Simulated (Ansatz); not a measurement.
`O[Si](F)([SiH3])Cl` + HCl → `F[Si]([SiH3])(Cl)Cl` + H₂O at 600 K and 1 bar (ligand exchange at the Si–O bond).

Isolated molecules relaxed with PBE0-D4/def2-TZVP in Ansatz; ΔE leaves out vibrations. CBS: MP2 limit from def2 TZ/QZ plus the TZ coupled-cluster correction, frozen cores. This one scheme is used for every species. Each species was taken in one conformer, which may not be the lowest.

```csv
species,CCSD(T)/CBS energy (Eh),H − E (kJ/mol),S (J/(mol·K))
`O[Si](F)([SiH3])Cl`,-1215.48049,182.7,469.3
HCl,-460.38127,35.4,207.2
`F[Si]([SiH3])(Cl)Cl`,-1599.47838,146.5,465.0
H₂O,-76.37941,76.8,212.8
```

H − E and S are ideal-gas, rigid-rotor, harmonic terms from PBE0-D4/def2-TZVP, for one conformer and one mirror image of each species. 1 Eh = 2625.50 kJ/mol, R = 8.31446 J/(mol·K).

**Question.** By hand: ΔE, ΔH, ΔS and ΔG.

**Answer.** ΔE = (-1599.47838) + (-76.37941) − (-1215.48049) − (-460.38127) = 0.00397 Eh = 10.4 kJ/mol. Δ(H − E) = 146.5 + 76.8 − 182.7 − 35.4 = 5.2, so ΔH = 15.6 kJ/mol. ΔS = 465.0 + 212.8 − 469.3 − 207.2 = 1.3 J/(mol·K). ΔG = 15.6 − 600 × (1.3)/1000 = 14.8 kJ/mol.

**Question.** By hand: the equilibrium constant, and the temperature at which ΔG would vanish if ΔH and ΔS stayed fixed.

**Answer.** log₁₀ K = −ΔG/(RT ln 10) = -1.3. ΔG = 0 at ΔH/ΔS = 12000 K, far beyond where these terms or the molecules hold.

The number of gas molecules stays the same, so ΔS is small and ΔH decides. A doubt of 5 kJ/mol in ΔE shifts log₁₀ K by 0.4 here. Other conformers and mirror images would add mixing entropy, several J/(mol·K) or more a flexible species. These are equilibria of isolated gas molecules and say nothing of rates. Largest T1 diagnostic: 0.012 (customary marks: 0.02 for closed shells, 0.045 for open ones).
